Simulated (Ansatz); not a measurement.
Input for Ansatz (a quantum-chemistry and plane-wave program): R-CCSD(T)/def2-TZVPP on CH6InN (SMILES [CH3][InH][NH2]), a point of a torsion scan. Elements past Kr take the def2 small-core potentials; no spin–orbit coupling. The run froze 11 orbitals, filled d shells among them.

Ansatz 0.2 input:
```yaml
crystal:
  periodic: [false, false, false]
  atoms:
    - {symbol: C, position_ang: [-1.53527748, 0.15974917, -0.23705646]}
    - {symbol: In, position_ang: [0.30044842, -0.58049767, 0.75077134]}
    - {symbol: N, position_ang: [2.07461417, 0.17834742, -0.01572516]}
    - {symbol: H, position_ang: [-2.37036328, -0.53039114, -0.14621453]}
    - {symbol: H, position_ang: [-1.80771507, 1.11947343, 0.19767097]}
    - {symbol: H, position_ang: [-1.27561093, 0.30469903, -1.28397870]}
    - {symbol: H, position_ang: [0.33813775, -1.72062529, 2.09315311]}
    - {symbol: H, position_ang: [2.61285156, 0.68445770, 0.68458332]}
    - {symbol: H, position_ang: [2.69850298, -0.55514856, -0.34637912]}
basis:
  gaussian:
    orbitals: def2-TZVPP
magnetization: {spin_polarized: false}
correlation: {method: ccsd_t, electrons: outside_noble_gas}
scf: {lower_state_search: off}
```

The head of its log:

```
WARN ansatz: RAYON_NUM_THREADS=1 ignored (pool sized by the plan → 1); use --threads N
Functional definition: HF
these checks for a lower state are left out or cut short: stability, starts, cluster_reference, orbital_swaps, neighbouring_geometries, increment
integrals: 0.75 GiB planned
1314 factors; integrals over basis functions are off by at most 1.1e-3 eV
mean field: 0.56 GiB planned
mean field evaluation 1: about -7751.4446 eV, gradient 4.6e1 eV
mean field evaluation 2: about -7751.4835 eV, gradient 4.6e1 eV
mean field evaluation 4: about -7756.1494 eV, gradient 3.5e0 eV
mean field evaluation 8: about -7756.2041 eV, gradient 2.7e-1 eV
mean field -7756.20453021 eV, -285.0352591409 hartree, gradient 7.1e-6 eV, S^2 0.000000; 0 other end points of the search recorded, 0 dependent functions left out
11 core orbitals not correlated, not the lowest: weight in the atoms' cores, before any rotation towards them, 0.786 or more for the frozen orbitals, at most 0.215 for the correlated occupied ones
reference -7756.20453021 eV, -285.0352591409 hartree; 9, 9 occupied and 176, 176 virtual orbitals, 1314 factors
```

Q: What total energy does the run end on?

A: -285.5657 hartree (reference determinant -285.0353, T1 diagnostic 0.010).
